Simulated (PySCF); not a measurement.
Job file and geometry (Å, from GFN2-xTB) of an NMR shielding run on SMILES [SiH3]N([Si@@H](N)S)[SiH3], H$_{10}$N$_{2}$SSi$_{3}$, GIAO PBE0/pcSseg-1 NMR shielding, non-relativistic, gas phase in PySCF 2.14.0, density-fitted response routines; density fitting, a coarse starting grid and PySCF grid level 2 are the driver's defaults:

```
$ OMP_NUM_THREADS=1 python probes_run.py task.json out

{"job": {"kind": "nmr", "xc": "PBE0", "basis": "pcSseg-1"}, "charge": 0, "multiplicity": 1}
N      1.990300     0.960593    -0.460054
Si     0.870006    -0.264582    -0.903627
S      1.856989    -2.100615    -0.387235
N     -0.597257    -0.037115    -0.008461
Si    -1.434327    -1.425640     0.653773
Si    -1.143824     1.589283     0.288165
H      1.704562     1.922429    -0.531571
H      2.952058     0.855585    -0.741560
H      0.555694    -0.430581    -2.322262
H      2.070629    -1.801993     0.883383
H     -2.813939    -1.009487     0.887856
H     -1.372137    -2.505221    -0.326999
H     -0.790683    -1.815552     1.912423
H     -0.793103     2.377568    -0.897490
H     -0.473340     2.143049     1.467908
H     -2.589228     1.551223     0.474339
```

**Question.** Write the output of this run.

**Answer.** 
```
coarse grid: 14824 points
cycle   1  E = -1381.4937295830  dE =  3.875e-01  |g| = 6.011e-01  |ddm| = 3.668e+00
cycle   2  E = -1381.4236048446  dE =  7.012e-02  |g| = 8.263e-01  |ddm| = 1.221e+00
cycle   3  E = -1381.5688291078  dE = -1.452e-01  |g| = 9.596e-02  |ddm| = 7.981e-01
cycle   4  E = -1381.5708733168  dE = -2.044e-03  |g| = 3.565e-02  |ddm| = 1.411e-01
cycle   5  E = -1381.5711423669  dE = -2.691e-04  |g| = 9.988e-03  |ddm| = 4.105e-02
cycle   6  E = -1381.5711622509  dE = -1.988e-05  |g| = 3.104e-03  |ddm| = 1.188e-02
cycle   7  E = -1381.5711642134  dE = -1.962e-06  |g| = 3.897e-04  |ddm| = 3.352e-03
final grid: 123232 points
cycle   8  E = -1381.6006357197  dE = -1.584e-05  |g| = 7.361e-03  |ddm| = 2.195e-02
cycle   9  E = -1381.6006226615  dE =  1.306e-05  |g| = 1.064e-02  |ddm| = 1.615e-02
cycle  10  E = -1381.6006470458  dE = -2.438e-05  |g| = 8.159e-04  |ddm| = 9.709e-03
cycle  11  E = -1381.6006471712  dE = -1.254e-07  |g| = 2.592e-04  |ddm| = 9.700e-04
cycle  12  E = -1381.6006471845  dE = -1.331e-08  |g| = 7.168e-05  |ddm| = 2.644e-04
cycle  13  E = -1381.6006471855  dE = -1.057e-09  |g| = 1.532e-05  |ddm| = 8.025e-05
cycle  14  E = -1381.6006471856  dE = -6.071e-11  |g| = 2.839e-06  |ddm| = 2.350e-05
converged SCF energy = -1381.6006471856

GIAO shielding tensors (ppm)
atom      isotropic    diamagn.    paramagn.     s11        s22        s33       span
  0 N      231.710     318.814     -87.104    198.188    242.493    254.449     56.262
  1 Si     363.563     880.937    -517.374    313.088    366.455    411.145     98.058
  2 S      694.075    1059.088    -365.013    607.050    646.486    828.690    221.640
  3 N      260.063     334.658     -74.595    229.093    256.096    295.000     65.907
  4 Si     397.987     880.378    -482.392    353.661    383.929    456.370    102.709
  5 Si     402.924     881.198    -478.274    355.510    383.636    469.627    114.116
  6 H       30.693      32.524      -1.831     22.522     28.116     41.441     18.920
  7 H       30.788      30.234       0.554     23.344     27.252     41.768     18.424
  8 H       26.056      29.844      -3.788     22.725     23.767     31.675      8.950
  9 H       30.811      32.581      -1.770     24.310     27.400     40.722     16.412
 10 H       27.129      29.947      -2.818     23.431     25.827     32.129      8.698
 11 H       26.553      29.606      -3.053     22.518     25.817     31.323      8.805
 12 H       26.940      30.254      -3.314     23.036     25.147     32.636      9.600
 13 H       27.099      30.624      -3.524     23.358     25.730     32.210      8.852
 14 H       26.892      30.406      -3.514     23.176     24.818     32.682      9.505
 15 H       26.987      30.112      -3.125     23.210     25.525     32.226      9.016
```

**Question.** Turn these shieldings into chemical shifts. Referencing at the same level of theory: ¹⁵N (σref 267.73) vs NH3; ²⁹Si (σref 349.16), ¹H (σref 31.72) against TMS; ³³S (σref 503.73) against CS2.

**Answer.** Averaging equivalent atoms: N 0: 36.0; N 3: 7.7; Si 1: -14.4; Si 4/5: -51.3; S 2: -190; H 8: 5.66; H 10/11/12/13/14/15: 4.78; H 6/7: 0.98; H 9: 0.91 ppm. Experimental scales use liquid or dissolved standards, which lie at an offset from isolated NH3 (liquid NH3: subtract about 20 ppm).

Size and cost of the density-fitted run: 180 basis functions, 94 s wall time on 1 thread of an Intel Xeon, shared host; peak memory 0.83 GiB.
